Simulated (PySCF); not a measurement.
Ti(F)3(Me) (CH3F3Ti), SMILES [Ti]([F])([CH3])([F])[F], multiplicity 1.

Geometry: PBE0-D3(BJ)/def2-SVP. The spin state was assumed, not searched. The structure was generated by enumeration; whether it is a known compound was not checked.

Method: PySCF with PBE0/def2-TZVP.

The molecule is in vacuum.

```yaml
total_energy: -1188.74281 hartree
point_group: C3v
highest_occupied_level: -8.84 eV
lowest_empty_level: -2.36 eV
orbital_gap: 6.48 eV
dipole_moment: 1.52 D
quadrupole, principal values (traceless, Buckingham form, about the centre of nuclear charge): -2.26, -2.26, 4.53 D·Å
mean_static_polarisability: 44.6 bohr³ (6.61 Å³)
polarisability_principal_values: 39.9, 39.9, 53.9 bohr³
```
